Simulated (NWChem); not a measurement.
CH₄BF₂N; SMILES FCB(F)N

```xyz
9

N      1.3683     0.6296    -0.0004
B     -0.0194     0.5721    -0.0004
F     -0.7538     1.6954     0.0006
C     -0.7703    -0.8206    -0.0018
F      0.1314    -1.8707     0.0010
H      1.9126    -0.2230    -0.0008
H      1.8991     1.4899     0.0005
H     -1.4251    -0.9117    -0.8884
H     -1.4303    -0.9112     0.8809
```
Atoms are numbered in this order, from 1.

Level: PBE0/def2-SVP (NWChem), optimised geometry, unscaled harmonic frequencies. 

Q: List the harmonic frequencies with IR intensities, and the thermochemistry.

A: 
```json
[
 {"frequency (cm⁻¹)": "112", "IR intensity (km/mol)": "7.0"},
 {"frequency (cm⁻¹)": "192", "IR intensity (km/mol)": "10.6"},
 {"frequency (cm⁻¹)": "381", "IR intensity (km/mol)": "5.7"},
 {"frequency (cm⁻¹)": "415", "IR intensity (km/mol)": "13.2"},
 {"frequency (cm⁻¹)": "458", "IR intensity (km/mol)": "1.7"},
 {"frequency (cm⁻¹)": "522", "IR intensity (km/mol)": "192.8"},
 {"frequency (cm⁻¹)": "629", "IR intensity (km/mol)": "1.5"},
 {"frequency (cm⁻¹)": "789", "IR intensity (km/mol)": "1.3"},
 {"frequency (cm⁻¹)": "880", "IR intensity (km/mol)": "10.3"},
 {"frequency (cm⁻¹)": "885", "IR intensity (km/mol)": "11.7"},
 {"frequency (cm⁻¹)": "1100", "IR intensity (km/mol)": "101.1"},
 {"frequency (cm⁻¹)": "1244", "IR intensity (km/mol)": "2.4"},
 {"frequency (cm⁻¹)": "1251", "IR intensity (km/mol)": "91.0"},
 {"frequency (cm⁻¹)": "1412", "IR intensity (km/mol)": "67.7"},
 {"frequency (cm⁻¹)": "1431", "IR intensity (km/mol)": "99.9"},
 {"frequency (cm⁻¹)": "1452", "IR intensity (km/mol)": "5.5"},
 {"frequency (cm⁻¹)": "1600", "IR intensity (km/mol)": "287.0"},
 {"frequency (cm⁻¹)": "3045", "IR intensity (km/mol)": "19.9"},
 {"frequency (cm⁻¹)": "3096", "IR intensity (km/mol)": "20.1"},
 {"frequency (cm⁻¹)": "3640", "IR intensity (km/mol)": "56.0"},
 {"frequency (cm⁻¹)": "3756", "IR intensity (km/mol)": "62.0"}
]
```

* **zero-point energy**: 40.4 kcal/mol
* **thermal correction to the enthalpy at 298.15 K (with zero-point energy)**: 44.5 kcal/mol
* **heat capacity Cv**: 18.9 cal/(mol K)
* **entropy at 298.15 K and 1 atm (symmetry number 1)**: 74.7 cal/(mol K)
* **dipole moment**: 1.26 D

Rigid rotor and harmonic oscillator.
